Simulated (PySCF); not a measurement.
# Correlation energy of Si²⁺ (silicon, charge +2)

[Ne] 3s2, closed-shell 1S. Calculation: PySCF 2.14, in 6-31G* (4s3p1d, 18 functions); the non-relativistic Hamiltonian (point nucleus). Frozen: [Ne]; 2 electrons correlated.

Total MP2 correlation energy: -29.45 mhartree.

Same-spin part 0.00 and opposite-spin part -29.45 mhartree; SCS-MP2 scales them by 1/3 and 6/5 to -35.34 mhartree.

With two correlated electrons CCSD is exact within the correlated space (frozen core and kept virtual orbitals).

```tsv
level	correlation energy (mhartree)
CCSD	-43.64
```

Diagnostics: T1 = 0.0055, D1 = 0.0077, largest double amplitude 0.118.

Cost of the coupled-cluster step: 0.03 s of wall time on 1 thread of Neoverse-V2 (shared host), for 2 correlated electrons.

Iterations:

```
CC2 = 0
CCSD nocc = 1, nmo = 13
frozen orbitals [0, 1, 2, 3, 4]
max_cycle = 100
direct = 0
conv_tol = 1e-08
conv_tol_normt = 1e-06
diis_space = 8
diis_start_cycle = 0
Init t2, MP2 energy = -287.998534304417  E_corr(MP2) -0.0294514107524946
Init E_corr(CCSD) = -0.0294514107524946
cycle = 1  E_corr(CCSD) = -0.0381839043032976  dE = -0.00873249355  norm(t1,t2) = 0.0490937
cycle = 2  E_corr(CCSD) = -0.0412922899602222  dE = -0.00310838566  norm(t1,t2) = 0.0210193
cycle = 3  E_corr(CCSD) = -0.0436350480799574  dE = -0.00234275812  norm(t1,t2) = 0.009578
cycle = 4  E_corr(CCSD) = -0.0436360121004091  dE = -9.64020452e-07  norm(t1,t2) = 0.000378085
cycle = 5  E_corr(CCSD) = -0.0436426255711816  dE = -6.61347077e-06  norm(t1,t2) = 2.59917e-05
cycle = 6  E_corr(CCSD) = -0.0436412654643761  dE = 1.36010681e-06  norm(t1,t2) = 4.09707e-06
cycle = 7  E_corr(CCSD) = -0.0436415377355116  dE = -2.72271136e-07  norm(t1,t2) = 1.08858e-06
cycle = 8  E_corr(CCSD) = -0.0436415452285504  dE = -7.49303884e-09  norm(t1,t2) = 6.39109e-08
CCSD converged
E(CCSD) = -288.0127244388934  E_corr = -0.04364154522855043
```
